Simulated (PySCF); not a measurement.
Species: C4H5NOSi.
Geometry (PBE0-D3(BJ)/def2-SVP, Å), atoms numbered from 1 in this order:
```
atom  x, y, z in Å
N1     2.703    0.275   -2.214
C2     2.045   -0.004   -1.301
Si3    0.978   -0.502    0.147
C4    -0.677   -1.139   -0.379
C5    -1.566   -0.231    0.054
C6    -1.028    0.956    0.800
O7     0.371    0.849    0.920
H8     1.853   -1.320    1.022
H9    -0.965   -2.032   -0.937
H10   -2.648   -0.306   -0.112
H11   -1.484    1.021    1.805
H12   -1.293    1.892    0.272
```

Jobs on this species (12 atoms, 58 electrons) with PySCF (density fitting). Hardware of each: an Arm Neoverse V1 with one thread, no GPU, shared host. Other jobs ran on the host; a repeat could differ by tens of per cent or more. Peak memory is the resident size of the whole Python process, interpreter and libraries included.

| level and settings | work | basis functions | SCF cycles | wall time | peak memory |
| --- | --- | --- | --- | --- | --- |
| delta-SCF UKS PBE0, pcX-2 on the ionised atom, pcseg-1 elsewhere, spin-free X2C | ΔSCF core ionisation, 8 holes | 169 | ? | ? | ? |
| PBE0-D3(BJ)/def2-SVP, grid level 1 | geometry optimisation from a GFN2-xTB start shaken at random | 127 | ? | ? | ? |
| delta-SCF UKS SCAN, pcX-2 on the ionised atom, pcseg-1 elsewhere, spin-free X2C | ΔSCF core ionisation, 8 holes | 169 | 153 | 67 s | 0.59 GiB |
| delta-SCF UKS PBE, pcX-2 on the ionised atom, pcseg-1 elsewhere, spin-free X2C | ΔSCF core ionisation, 8 holes | 169 | 147 | 39 s | 0.65 GiB |
| delta-SCF UKS B3LYP, pcX-2 on the ionised atom, pcseg-1 elsewhere, spin-free X2C | ΔSCF core ionisation, 8 holes | 169 | 135 | 82 s | 0.71 GiB |
| delta-SCF UKS SCAN, def2-TZVP on the ionised atom, pcseg-1 elsewhere, spin-free X2C | ΔSCF core ionisation, 8 holes | 146 | 151 | 61 s | 0.65 GiB |
| delta-SCF UKS SCAN, pcX-1 on the ionised atom, pcseg-1 elsewhere, spin-free X2C | ΔSCF core ionisation, 8 holes | 149 | 152 | 54 s | 0.65 GiB |
| delta-SCF UKS SCAN, pcX-2 on the ionised atom, pcseg-1 elsewhere, non-relativistic | ΔSCF core ionisation, 8 holes | 169 | 152 | 63 s | 0.66 GiB |
| delta-SCF UKS HF, pcX-2 on the ionised atom, pcseg-1 elsewhere, spin-free X2C | ΔSCF core ionisation, 8 holes | 169 | 140 | 55 s | 0.75 GiB |

Question: Fill in the missing figures.

Answer: 
- delta-SCF UKS PBE0, pcX-2 on the ionised atom, pcseg-1 elsewhere, spin-free X2C; ΔSCF core ionisation, 8 holes: 79 s, 0.65 GiB, 132 SCF cycles
- PBE0-D3(BJ)/def2-SVP, grid level 1; geometry optimisation from a GFN2-xTB start shaken at random: 41 s, 0.49 GiB, 44 SCF cycles

Question: What do all jobs in the table cost together?

Answer: About 9.0 min; the longest takes about 15 % of that, and about 2.1 times as long as the shortest.
